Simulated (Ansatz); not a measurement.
`BO[Si](O)(O)O` and `O[SiH](Cl)[Si](O)(O)O` differ in one atom or group.

Ansatz, PBE0-D4/def2-TZVP geometries, multiplicity 1. Each molecule was computed in one conformer, which needn't be the lowest.

```json
{"property": "LUMO energy (B3LYP/def2-TZVPP) / eV", "`BO[Si](O)(O)O`": "-0.86"}
{"property": "size of the dipole moment (B3LYP/def2-TZVPP) / D", "`BO[Si](O)(O)O`": "1.48"}
{"property": "HOMO–LUMO gap (PBE0/def2-TZVPP) / eV", "`BO[Si](O)(O)O`": "7.90"}
{"property": "HOMO energy (B3LYP/def2-TZVPP) / eV", "`BO[Si](O)(O)O`": "-8.31"}
{"property": "LUMO energy (PBE/def2-TZVPP) / eV", "`BO[Si](O)(O)O`": "-1.61"}
{"property": "HOMO energy (PBE/def2-TZVPP) / eV", "`BO[Si](O)(O)O`": "-6.98"}
```

**Question.** What does the change do to each property? (An estimate is asked.)

**Answer.** The calculation gave: 
```tsv
property	`O[SiH](Cl)[Si](O)(O)O`	shift
LUMO energy (B3LYP/def2-TZVPP) / eV	-0.53	0.33
size of the dipole moment (B3LYP/def2-TZVPP) / D	1.37	-0.11
HOMO–LUMO gap (PBE0/def2-TZVPP) / eV	7.60	-0.30
HOMO energy (B3LYP/def2-TZVPP) / eV	-7.72	0.59
LUMO energy (PBE/def2-TZVPP) / eV	-1.16	0.45
HOMO energy (PBE/def2-TZVPP) / eV	-6.61	0.37
```

With PBE0 the HOMO rises by 0.59 eV and the LUMO rises by 0.29 eV, so the gap narrows by about 0.30 eV. PBE moves the HOMO by 0.37 eV and ωB97M-V by 0.87 eV. Dipoles are sizes alone; their direction can turn.

B3LYP here is the variant with VWN-RPA as its local correlation; programs differ in this.
